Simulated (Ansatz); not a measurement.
A run of Ansatz (development build ahead of 0.2.0) on singlet NaI at this shape:

```
atom    x (Å)    y (Å)    z (Å)
  Na  -0.0248   0.0670  -3.3578
   I   0.0732  -0.0032   0.6859
```

Its results:

| Quantity | Value |
| --- | --- |
| Converged | yes |
| Total energy | -458.48634 hartree |
| Spin squared of the determinant | 0.000 |

(1) Which input gives this output? Name the method, the orbitals and the basis set, and write the input.

Results:

(1) RHF in def2-SVP. The basis set brings a core potential for I, so the total leaves out those core electrons. An unrestricted run that stays on the closed shell gives the same numbers.

```yaml
crystal:
  periodic: [false, false, false]
  atoms:
    - { symbol: Na, position_ang: [-0.02475, 0.06699, -3.35784] }
    - { symbol: I, position_ang: [0.07325, -0.00317, 0.68586] }
basis:
  gaussian: { orbitals: def2-SVP }
hamiltonian:
  xc: hf
```

Caution: stretched shape with no unrestricted run beside it, a lower state can exist.
